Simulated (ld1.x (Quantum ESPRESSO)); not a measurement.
Values are calculated unless marked as measured or tabulated.
## Pseudopotentials across the periodic table

Generated with ld1.x 7.5 (TM, RRKJ, ultrasoft, PAW), atompaw 4.2 or ONCVPSP 4.0.1. The cutoff is in Ry: for ld1.x and atompaw files where the sum of valence levels is converged to 10 mRy in a Bessel basis, for ONCV files where the hardest occupied wave has 1 mHa per electron of residual kinetic energy. The error is the largest all-electron minus pseudo excitation energy over each file’s own four to seven test configurations (ionisations up to +4, promotions, holes and added fractions of an electron), all of which were solved. The labels leave out finer settings (local radius, basis sizes, second energies), which also bear on the numbers. Spin-polarised tests are not counted. The rows are a selection from randomly drawn settings: files with unsolved tests, undetermined cutoffs or missed reference levels are left out.

A true bound ghost makes a file unfit for plane-wave use even where its test errors are small: the radial tests pick states by their node count and pass the ghost by.

```tsv
element	potential	cutoff (Ry)	largest error (meV)	bound ghosts
O	TM semilocal, PBEsol, non-relativistic, rc 0.70/1.10/0.90 (spd), local s, core correction no, reference 2s2 2p4	110	+211	none
Ne	TM, LDA (PZ), scalar-relativistic, rc 0.90/1.10 (sp), local smoothed, core correction no, reference 2s2 2p6	120	+1243	none
Rh	TM, PBE, scalar-relativistic, rc 1.85/2.65/1.20 (spd), local s, core correction no, reference 4d7 5s0 5p0	70	-196	none
Sn	ultrasoft, PBE, scalar-relativistic, rc 2.05/1.95 (sp), local smoothed, core correction yes, reference 5s2 5p1.5	8	-383	p, d
Ba	TM, PBEsol, scalar-relativistic, rc 3.05/4.20/3.00 (spd), local s, core correction yes, reference 5d0 6s2 6p0	8	-48	none
Er	TM, PBE, scalar-relativistic, rc 2.40/3.05/2.10 (spd), local p, core correction yes, reference 5d2 6s1 6p0	18	-329	s
Au	TM semilocal, PBEsol, scalar-relativistic, rc 2.10/1.30/1.35 (spd), local p, core correction yes, reference 5p6 5d10 6s1 6p0	110	-122	none
```

(1) Fill in the row for Dy: TM, PBEsol, scalar-relativistic, rc 2.55/4.10/2.00 (spd), local s, core correction yes, reference 5d1 6s2 6p0.

Results:

(1) cutoff 18 Ry, largest error -104 meV, bound ghosts: none.
